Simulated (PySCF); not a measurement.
# Where the electron goes

Species: C₃GaN₃.
SMILES with atom numbers: `[N:1]#[C:2][Ga:3]([C:4]#[N:5])[C:6]#[N:7]`

Cartesian coordinates in Å at the PBE0-D3(BJ)/def2-SVP level; atoms count from 1:
```
atom  x, y, z in Å
N1     0.1408    2.7025    1.4501
C2     0.0877    1.6808    0.9030
Ga3   -0.0017    0.0003   -0.0022
C4    -1.6965   -0.7541   -0.4610
N5    -2.7238   -1.2138   -0.7428
C6     1.6085   -0.9269   -0.4488
N7     2.5879   -1.4845   -0.7242
```

Level of theory: TDDFT PBE0/def2-SVPD, vertical, gas phase, core orbitals frozen in the response (PySCF 2.14.0, density-fitted response routines). Relativistic effects, spin–orbit coupling among them, are left out although an element past zinc is present.

Kohn–Sham orbitals with the atoms that hold most of them (Löwdin shares over 4%, at most four atoms):

```csv
orbital,ε (eV),atoms
HOMO-3,-11.01,"N7 34%, C6 29%, N1 14%, C2 12%"
HOMO-2,-10.90,"N5 24%, C4 20%, N1 20%, C2 16%"
HOMO-1,-10.89,"N7 26%, C6 20%, N5 16%, N1 14%"
HOMO,-10.89,"N1 22%, N7 20%, N5 16%, C2 13%"
LUMO,-4.24,"Ga3 40%, C4 13%, C2 13%, C6 12%"
LUMO+1,-1.52,"Ga3 22%, N5 22%, C4 22%, C2 15%"
LUMO+2,-1.52,"N7 24%, C6 23%, Ga3 22%, C2 12%"
```

Within 0.005 eV of a neighbour in this list lie HOMO-1/HOMO and LUMO+1/LUMO+2 (point group found: D3h); within a degenerate set the shares of single atoms can hang on how the components are chosen.

Task: The HOMO–LUMO gap is 6.64 eV. Where does the response calculation put the lowest singlet, and from which orbitals?

Result: S1 is at 5.21 eV (f = 0.0000), 1.43 eV below the gap, made of HOMO-2→LUMO (89%). 

Next come S2 at 5.24 eV (f 0.0000), HOMO→LUMO (86%); S3 at 5.24 eV (f 0.0000), HOMO-1→LUMO (83%); S4 at 5.76 eV (f 0.082), HOMO-3→LUMO (93%); S5 at 5.76 eV (f 0.082), HOMO-4→LUMO (93%).

Orbitals of the list HOMO-3 to LUMO+2 that lie within 0.01 eV of each other are written together with a slash and their weights summed (≥ marks a lower bound); for degenerate orbitals outside that list single weights are arbitrary.
